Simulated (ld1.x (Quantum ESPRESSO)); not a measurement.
# An all-electron radial function and its pseudo partner (aluminium)

Columns: radius, all-electron u(r) and pseudo u(r) of the 3p shell (level -2.88 eV) of aluminium in the configuration [Ne] 3s1.5 3p1.5; BLYP, scalar-relativistic, TM scheme, ld1.x (Quantum ESPRESSO) 7.5.

```csv
r (bohr),all-electron,pseudo
0.145,0.1232,-0.0052
0.290,0.2153,-0.0206
0.435,0.2117,-0.0457
0.580,0.1490,-0.0794
0.725,0.0598,-0.1204
0.870,-0.0370,-0.1671
1.015,-0.1312,-0.2177
1.160,-0.2176,-0.2700
1.305,-0.2938,-0.3222
1.450,-0.3592,-0.3722
1.595,-0.4138,-0.4182
1.740,-0.4585,-0.4586
1.885,-0.4940,-0.4926
2.030,-0.5209,-0.5195
2.175,-0.5401,-0.5391
2.320,-0.5524,-0.5520
2.465,-0.5589,-0.5587
2.610,-0.5603,-0.5603
2.755,-0.5574,-0.5574
2.900,-0.5511,-0.5511
3.045,-0.5419,-0.5419
3.190,-0.5304,-0.5304
3.335,-0.5170,-0.5170
3.480,-0.5023,-0.5023
3.625,-0.4865,-0.4865
3.770,-0.4699,-0.4699
```

(1) How many radial nodes do the two functions have?

(2) At about which radius was the pseudo-wave matched?

(3) Where does each function peak?

(4) Is the pseudo-wave norm-conserving?

Answers

(1) The all-electron 3p function has n − l − 1 = 1; the pseudo-wave has 0, since the states of the same l below it are removed with the core.

(2) 2.90 bohr. The columns agree to 0.0005 from 2.32 bohr on; several derivatives are matched, so the curves merge somewhat inside the radius.

(3) Outermost all-electron maximum near 2.61 bohr, pseudo maximum near 2.61 bohr (to the table’s step).

(4) Yes: the TM scheme keeps the norm inside the radius equal to the all-electron one, which fixes the energy derivative of the logarithmic derivative at the level.
